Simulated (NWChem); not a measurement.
# Correlation energy of silicon dioxide molecule (O₂Si)

```
Si
O 1 1.5184
O 1 1.5184 2 180.00
```
Charge 0, spin multiplicity 1.

Everything below was run with NWChem. Structure: optimised with PBE0/def2-SVP, a minimum by its harmonic frequencies.

Basis set: 3-21G. Each correlation energy counts from its own Hartree-Fock reference.

| method | correlation energy (mHa) | difference from CCSD(T) |
|---|---|---|
| CCSD+T(CCSD) | -343.9 | -5.8 |
| CCSD | -316.1 | +21.9 |
| MP2 | -334.1 | +4.0 |
| CR-CCSD(T) | -333.4 | +4.7 |
| CCSDT | -337.5 | +0.6 |
| SCS-MP2 | -319.1 | +19.0 |
| CR-CCSD[T] | -337.9 | +0.2 |
| CCSD(T) | -338.1 | 0.0 |

The values span 27.8 mHa, from CCSD+T(CCSD) (lowest) to CCSD (highest). 

The correlated methods keep 7 core orbitals frozen. Differences from the coupled-cluster row are differences between methods, not errors against experiment.
